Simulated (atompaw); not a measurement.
# manganese: one change to a PAW (atompaw) potential, before and after

| Property | Result |
| --- | --- |
| Element | Mn (Z = 25) |
| Generator | atompaw 4.2.0.5 |
| Type | PAW |
| Functional | PBE |
| Relativity | scalar-relativistic |
| Frozen core | [Ne] |
| Valence charge | 15 |
| Reference configuration | 3s2 3p6 3d5 4s1.5 4p0 (charge +0.5) |
| Partial waves | 3s (bound): rc 1.15 bohr; 4s (bound): rc 1.30 bohr; 3p (bound): rc 1.60 bohr; 4p (bound, empty): rc 2.25 bohr; 3d (bound): rc 2.25 bohr; 3d channel at -0.35 Ry: rc 2.25 bohr |
| Local potential | troulliermartins scheme with l = 3 at 0 Ry, radius 1.55 bohr |
| Core correction | smooth core density matched at 1.55 bohr |
| Augmentation charge | sinc compensation charge, radius 2.05 bohr; PAW radius 2.25 bohr; waves and projectors: custom polynom vanderbiltortho |

Change: local potential troulliermartins scheme with l = 3 at 0 Ry, radius 1.08 bohr.

Cutoffs: the cutoffs (Ry, on a coarse ladder) from which the occupation-weighted sum of valence levels, in a spherical-Bessel basis at the reference potential, stays within 10 and 1 mRy of its value at 400 Ry; they do not see the model core or the augmentation charge, which bear on the density cutoff.

Task: What does the change do?

Result: The potential gets neither clearly harder nor softer (45 Ry and 60 Ry → 45 Ry and 60 Ry); the s channel sets the loose cutoff, while the largest relative change is in p, which becomes softer; the range in which the d phases agree widens (upper end 2.0 → at the end of the scan); neither file shows a bound ghost.

```csv
quantity,base,changed
"cutoff, loose",45 Ry,45 Ry
"cutoff, tight",60 Ry,60 Ry
loose cutoff by channel (10 mRy a level),"s 25 Ry, p 30 Ry, d 18 Ry","s 25 Ry, p 25 Ry, d 18 Ry"
bound ghosts,none,none
s: phases at 2.27 bohr within 0.05 rad from the reference energy up to (Ry; the scan ends near 5),to the end of the scan,to the end of the scan
p: phases at 2.27 bohr within 0.05 rad from the reference energy up to (Ry; the scan ends near 5),0.4,0.7
d: phases at 2.27 bohr within 0.05 rad from the reference energy up to (Ry; the scan ends near 5),2.0,to the end of the scan
lowest overlap eigenvalue by channel,"s 0.47, p 0.58, d 0.94","s 0.38, p 0.58, d 0.94"
```

 The cutoffs see the waves, projectors and local potential, not the compensation charge or the core.
